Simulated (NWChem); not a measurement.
System: CH3ClO3Si; SMILES Cl[Si]1(OCO1)O

Here is an NWChem input.

```
start job
memory heap 200 mb stack 900 mb global 1100 mb
geometry units angstroms noautoz
  O      1.883309    -0.424826     0.000000
  Si     0.301622    -0.034598     0.000000
  Cl    -0.679475    -1.809266     0.000000
  O     -0.248573     1.106457    -1.100637
  C     -0.688643     1.893092     0.000000
  O     -0.248573     1.106457     1.100637
  H      2.513246     0.303642     0.000000
  H     -0.204771     2.885880     0.000000
  H     -1.787339     2.001742     0.000000
end
basis spherical
  * library 6-31g*
end
dft
  xc m06-2x
  iterations 150
  mulliken
end
task dft energy
```

Parts of the log:

```
             Northwest Computational Chemistry Package (NWChem) 7.3.0
             --------------------------------------------------------

 CS  symmetry detected

                             Geometry "geometry" -> ""
                             -------------------------

 Output coordinates in angstroms (scale by  1.889725989 to convert to a.u.)

  No.       Tag          Charge          X              Y              Z
 ---- ---------------- ---------- -------------- -------------- --------------
    1 O                    8.0000     1.88764272    -0.38754824     0.00000000
    2 Si                  14.0000     0.29970680    -0.02358238     0.00000000
    3 Cl                  17.0000    -0.65184925    -1.81426351     0.00000000
    4 O                    8.0000    -0.26931995     1.10819923    -1.10063700
    5 C                    6.0000    -0.72236408     1.88743427     0.00000000
    6 O                    8.0000    -0.26931995     1.10819923     1.10063700
    7 H                    1.0000     2.50542252     0.35125781     0.00000000
    8 H                    1.0000    -0.25500901     2.88810373     0.00000000
    9 H                    1.0000    -1.82270957     1.97786396     0.00000000

 Effective nuclear repulsion energy (a.u.)     396.2391912899

      Symmetry information
      --------------------

 Group name             Cs
 Group number              2
 Group order               2
 No. of unique centers     8

                                 NWChem DFT Module
                                 -----------------

 Summary of "ao basis" -> "ao basis" (spherical)
 ------------------------------------------------------------------------------
       Tag                 Description            Shells   Functions and Types
 ---------------- ------------------------------  ------  ---------------------
 O                           6-31g*                  6       14   3s2p1d
 Si                          6-31g*                  8       18   4s3p1d
 Cl                          6-31g*                  8       18   4s3p1d
 C                           6-31g*                  6       14   3s2p1d
 H                           6-31g*                  2        2   2s

      Symmetry analysis of basis
      --------------------------

        a'         66
        a"         32

            General Information
            -------------------
          SCF calculation type: DFT
          Wavefunction type:  closed shell.
          No. of atoms     :     9
          No. of electrons :    64
           Alpha electrons :    32
            Beta electrons :    32
          Charge           :     0
          Spin multiplicity:     1
          Use of symmetry is: on ; symmetry adaption is: on
          Maximum number of iterations: 150
          AO basis - number of functions:    98
                     number of shells:    46
          Convergence on energy requested:  1.00D-06
          Convergence on density requested:  1.00D-05
          Convergence on gradient requested:  5.00D-04

              XC Information
              --------------
                       M06-2X Method XC Functional
                     Hartree-Fock (Exact) Exchange  0.540
                        M06-2X Exchange Functional  1.000
                      M06-2X Correlation Potential  1.000

             Grid Information
             ----------------
          Grid used for XC integration:  medium
          Radial quadrature: Mura-Knowles
          Angular quadrature: Lebedev.
          Tag              B.-S. Rad. Rad. Pts. Rad. Cut. Ang. Pts.
          ---              ---------- --------- --------- ---------
          O                   0.60       49          11.0       434
          Si                  1.10       88           8.0       590
          Cl                  1.00       88          11.0       590
          C                   0.70       49          10.0       434
          H                   0.35       45          12.0       434
          Grid pruning is: on
          Number of quadrature shells:   458
          Spatial weights used:  Erf1

      Superposition of Atomic Density Guess
      -------------------------------------

 Sum of atomic energies:       -1011.68589870

      Non-variational initial energy
      ------------------------------

 Total energy =   -1014.078692
 1-e energy   =   -2186.266097
 2-e energy   =     775.948214
 HOMO         =      -0.345711
 LUMO         =       0.043957

      Symmetry analysis of molecular orbitals - initial
      -------------------------------------------------

  Numbering of irreducible representations:

     1 a'          2 a"

  Orbital symmetries:

     1 a'          2 a'          3 a'          4 a'          5 a"
     6 a'          7 a'          8 a'          9 a'         10 a"
    11 a'         12 a'         13 a'         14 a"         15 a'
    16 a'         17 a"         18 a'         19 a'         20 a'
    21 a'         22 a'         23 a"         24 a'         25 a'
    26 a"         27 a'         28 a"         29 a'         30 a"
    31 a"         32 a'         33 a'         34 a"         35 a'
    36 a'         37 a'         38 a"         39 a'         40 a'
    41 a'         42 a'

     ---------------------------------------------
      Total Density - Mulliken Population Analysis
     ---------------------------------------------

    Atom       Charge   Shell Charges
 -----------   ------   -------------------------------------------------------
    1 O    8     8.97   2.00  0.93  3.12  0.89  2.02  0.01
    2 Si  14    12.29   2.00  2.00  5.97  0.70  1.05  0.08  0.18  0.31
    3 Cl  17    17.35   2.00  2.00  5.98  1.37  3.67  0.57  1.75  0.01
    4 O    8     8.86   2.00  0.94  3.08  0.93  1.90  0.02
    5 C    6     5.57   2.00  0.67  1.58  0.52  0.71  0.08
    6 O    8     8.86   2.00  0.94  3.08  0.93  1.90  0.02
    7 H    1     0.44   0.35  0.09
    8 H    1     0.83   0.49  0.34
    9 H    1     0.83   0.49  0.34

[...]
```

Level: M06-2X/6-31G* (spherical d). All runs use the structure optimised with PBE0/def2-SVP.
